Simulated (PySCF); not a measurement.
Compound: C3H4F2O3.
Structure used (PBE0-D3(BJ)/def2-SVP), in Å, numbered top down from 1:
```xyz
12
C3H4F2O3 angstrom
O     -2.4573    0.5725   -0.9554
C     -2.0512    0.7078    0.1568
O     -1.0007    0.0596    0.6945
C     -0.2812   -0.8173   -0.1537
O      0.7533   -0.1507   -0.7963
C      1.7996    0.2171   -0.0019
F      2.6030    0.9689   -0.7433
F      2.4861   -0.8733    0.3988
H     -2.4857    1.3798    0.9248
H     -0.9374   -1.2072   -0.9404
H      0.0972   -1.6186    0.4970
H      1.4821    0.7729    0.8986
```

Level of theory: TDDFT B3LYP/def2-SVPD, vertical, gas phase, core orbitals frozen in the response in PySCF.

Ground-to-excited transition dipoles (e·a0, same axes as the geometry; the sign carries no meaning), for the states with f of 0.002 or more among the lowest 6:

```csv
state,E (eV),μx,μy,μz
S2,7.601,-0.166,0.083,-0.052
S3,7.991,0.218,-0.124,0.024
S4,8.026,0.212,-0.141,-0.045
S5,8.320,0.635,-0.104,0.544
S6,8.671,0.216,-0.244,-0.332
```

What oscillator strength does each state have?

f = (2/3) ΔE |μ|² with ΔE in hartree (27.2114 eV).

```tsv
state	|μ|² (au)	|μ| (D)	f
S2	0.037	0.49	0.007
S3	0.064	0.64	0.012
S4	0.067	0.66	0.013
S5	0.710	2.14	0.145
S6	0.217	1.18	0.046
```

What angle do the transition dipoles of S3 and S6 make?

|cos θ| = |μa·μb| / (|μa| |μb|) = 0.59, so θ ≈ 54° (taken between 0 and 90°, since the signs are arbitrary).

What peak molar absorption coefficient would the strongest computed level give as a lone Gaussian band 0.5 eV wide at half height?

ε(max) = 2.175×10⁸ f / FWHM, with the width in cm⁻¹. S5: 2.175×10⁸ × 0.1448 / 4033 ≈ 7800 L mol⁻¹ cm⁻¹.

One conformer stands for the species.
